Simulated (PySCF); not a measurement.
B3LYP has the VWN-RPA correlation part, as in Gaussian. 

Cartesian coordinates (Å):
```xyz
9

C     -1.7325    -0.1320     0.5432
C     -0.3075    -0.0119     0.2656
C      0.8679     0.0876     0.0319
N      2.1757     0.2065    -0.3022
H     -2.2738     0.7487     0.1891
H     -1.9378    -0.2427     1.6110
H     -2.1559    -0.9996     0.0312
H      2.7331    -0.6181    -0.1293
H      2.6283     1.0382     0.0498
```
Charge 0, spin multiplicity 1.

Task: Estimate the total energy, LUMO, dipole moment, HOMO and HOMO–LUMO gap that B3LYP-D3(BJ)/def2-TZVP in PySCF returns for this input.

Result: 
```json
{
  "total_energy": "-4682.80 eV",
  "LUMO": "0.57 eV",
  "dipole_moment": "1.28 D",
  "HOMO": "-5.84 eV",
  "HOMO–LUMO gap": "6.41 eV"
}
```
